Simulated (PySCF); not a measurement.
## Spin-orbit coupling and the third ionisation energy along the 3d series

Two-component X2C-1e calculated with PySCF 2.14: MP2 on generalised Hartree-Fock spinors (GMP2), with spin-orbit coupling off and on (screened by Boettger's factors); no Breit or QED terms. Values in eV; the references (NIST) lie between the lowest levels. Elements whose determinants are no pure J levels are left out.

```json
{"element": "Sc (x2c-SVPall-2c, [Ne] frozen)", "configurations": "[Ar] 3d1 → [Ar]", "spin-free": "23.800", "with spin-orbit": "23.818", "shift": "0.018", "reference": "24.757"}
{"element": "Fe (x2c-SVPall-2c, [Ne] frozen)", "configurations": "[Ar] 3d6 → [Ar] 3d5", "spin-free": "29.762", "with spin-orbit": "29.812", "shift": "0.050", "reference": "30.651 ± 0.012"}
{"element": "Co (x2c-SVPall-2c, [Ne] frozen)", "configurations": "[Ar] 3d7 → [Ar] 3d6", "spin-free": "32.785", "with spin-orbit": "32.810", "shift": "0.025", "reference": "33.5 ± 0.06 (s)"}
{"element": "Ni (x2c-SVPall-2c, [Ne] frozen)", "configurations": "[Ar] 3d8 → [Ar] 3d7", "spin-free": "34.637", "with spin-orbit": "34.618", "shift": "-0.019", "reference": "35.187 ± 0.019"}
{"element": "Cu (x2c-SVPall-2c, [Ne] frozen)", "configurations": "[Ar] 3d9 → [Ar] 3d8", "spin-free": "36.492", "with spin-orbit": "36.423", "shift": "-0.069", "reference": "36.841 ± 0.012"}
{"element": "Zn (x2c-SVPall-2c, [Ne] frozen)", "configurations": "[Ar] 3d10 → [Ar] 3d9", "spin-free": "39.676", "with spin-orbit": "39.534", "shift": "-0.142", "reference": "39.723"}
```

The largest shift is at Zn, -0.142 eV, where spin-orbit coupling lowers the species with fewer electrons by more than the one with more (starting occupations closed and 3d3/2^4 3d5/2^5).

What remains against the references is mostly the basis and correlation beyond MP2. References marked (s) are semi-empirical, (t) theoretical.
